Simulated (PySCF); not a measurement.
WOF₂ at several levels of theory

All levels use the PBE0 minimum (triplet; W–F 1.886 Å (×2), W–O 1.684 Å; F–W–F 118.2°, F–W–O 120.9° (×2)), basis [W def2-SVP with ECP60, O def2-SVP, F def2-SVP], scalar-relativistic core potentials, density fitting, no spin–orbit coupling, PySCF. For vertical energies the ionised species is a doublet (spins chosen at PBE0 and kept) and the electron-attached one a doublet. Atomisation goes to high-spin ground-configuration atoms, without zero-point energy. Open shells are unrestricted, also as the reference of the correlated levels. A dash marks a value that was not computed or is not defined at that level.

```tsv
level	atomisation (kJ/mol)	vertical IP (eV)	vertical EA (eV)	−ε(HOMO) (eV)	dipole (D)
PBE0	1814	9.52	1.54	6.92	0.58
HF	1096	9.76	0.51	11.56	0.65
MP2	–	9.85	1.38	–	–
PBE	1981	8.99	1.54	5.10	0.57
r2SCAN	–	9.31	1.44	5.63	0.58
B3LYP	1828	9.40	1.72	6.53	0.60
TPSSh	1852	9.22	1.49	5.95	0.62
LDA	2247	9.15	–	5.15	0.59
```

Spin contamination in at least one species weakens the values at: HF, MP2.

Without diffuse functions attachment energies tend to come out too low.

Open d and f shells are described by one determinant, and the ground state may have another occupation or spin. No spin–orbit coupling is included, which matters more the heavier the element.
